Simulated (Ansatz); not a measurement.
A series at Ge: from `[SH][GeH3]`, ligands are replaced one by one, each step taking up HCl and setting free H₂; n counts the steps. Ansatz, PBE0-D4/def2-TZVP geometries. Each molecule was computed in one conformer, which needn't be the lowest.

CBS adds triple-zeta CCSD(T) − MP2 to the MP2 limit, frozen cores; atoms without spin–orbit coupling. Outer-core shells of Ge are correlated without core-valence functions. Scalar relativity is left out up to krypton. Spin–orbit coupling is left out.

```json
{"n": "0", "molecule": "`[SH][GeH3]`", "atomization energy, CCSD(T)/CBS (kJ/mol)": "1583.1"}
{"n": "1", "molecule": "`[SH][GeH2][Cl]`", "atomization energy, CCSD(T)/CBS (kJ/mol)": "1629.6"}
{"n": "2", "molecule": "`[SH][GeH]([Cl])[Cl]`", "atomization energy, CCSD(T)/CBS (kJ/mol)": "?"}
{"n": "3", "molecule": "`[SH][Ge]([Cl])([Cl])[Cl]`", "atomization energy, CCSD(T)/CBS (kJ/mol)": "1707.9"}
```

By hand: fit a straight line y = ȳ + b (n − n̄) to the 3 given rows and predict n = 2.

n̄ = 1.333, ȳ = 1640.20; Σ(n − n̄)(y − ȳ) = 192.50, Σ(n − n̄)² = 4.667, so b = 41.25 kJ/mol a step. Prediction: 1640.20 + (41.25) × (0.667) = 1667.7 kJ/mol.

By hand: compare with the computed value, 1670.3 kJ/mol, and give the steps along the whole series.

The line misses by 2.6 kJ/mol (computed minus predicted). Steps: 46.5, 40.7, 37.6 kJ/mol.

The steps shrink at each stage, from 46.5 to 37.6 kJ/mol, so the series is curved. The miss is 2.1 % of the series' range. The energies themselves are unsure by some kJ/mol a bond, though much of that is common to the series.
